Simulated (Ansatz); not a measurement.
Reaction (substitution at a C–N bond): `C=C([SiH3])NC` + `[NH2][AlH2]` → `C=C([SiH3])[NH][AlH2]` + CH₃NH₂

Computed with Ansatz on PBE0-D4/def2-TZVP structures; ΔE is electronic, products minus reactants. CBS: MP2 limit from def2 TZ/QZ plus the TZ coupled-cluster correction, frozen cores. This one scheme is used for every species. Functionals use def2-TZVPP. One conformer a species, not always the lowest.

`C=C([SiH3])NC`:

Z-matrix (Å, degrees):
```
Si
C 1 1.878
H 1 1.489 2 111.6
H 1 1.489 2 111.3 3 119.8
H 1 1.483 2 107.7 3 -119.8
N 2 1.381 1 119.3 3 -67.4
C 2 1.343 1 117.5 3 116.0
C 6 1.441 2 121.1 1 30.7
H 6 1.010 2 113.9 1 172.6
H 7 1.088 2 121.8 1 -179.9
H 7 1.081 2 121.1 1 1.7
H 8 1.099 6 113.9 2 67.6
H 8 1.093 6 110.0 2 -53.7
H 8 1.091 6 109.3 2 -170.9
```

`[NH2][AlH2]`:

Z-matrix (Å, degrees):
```
N
Al 1 1.766
H 1 1.007 2 124.9
H 1 1.007 2 124.9 3 180.0
H 2 1.583 1 117.9 3 -180.0
H 2 1.583 1 117.9 3 0.0
```

`C=C([SiH3])[NH][AlH2]`:

```xyz
13

C     1.368   -1.475    0.210
C     0.467   -0.491    0.079
Si   -0.929   -0.753   -1.152
N     0.529    0.693    0.808
Al   -0.516    2.143    0.833
H     1.294   -2.384   -0.370
H     2.204   -1.396    0.903
H    -0.737   -2.087   -1.773
H    -0.913    0.296   -2.208
H    -2.253   -0.701   -0.477
H     1.329    0.699    1.432
H    -1.773    2.176   -0.121
H    -0.069    3.281    1.834
```

CH₃NH₂:

Z-matrix (Å, degrees):
```
C
N 1 1.453
H 1 1.092 2 109.4
H 1 1.100 2 115.4 3 -121.6
H 1 1.092 2 109.4 3 116.8
H 2 1.012 1 110.6 3 62.6
H 2 1.012 1 110.6 3 -179.3
```

```
             level  ΔE (kJ/mol)  difference from CCSD(T)/CBS
           PBE0-D4         10.1                          0.7
            B2PLYP         10.8                          1.4
               PBE         11.2                          1.8
            r2SCAN         12.7                          3.3
              PBE0         10.7                          1.3
     HF/def2-TZVPP          8.9                         -0.5
    MP2/def2-QZVPP         10.8                          1.4
SCS-MP2/def2-QZVPP          9.6                          0.2
      HF/CBS(def2)          9.1                         -0.3
    CCSD/CBS(def2)          9.4                          0.0
       CCSD(T)/CBS          9.4                            0
```

Largest T1 diagnostic among the species: 0.013.
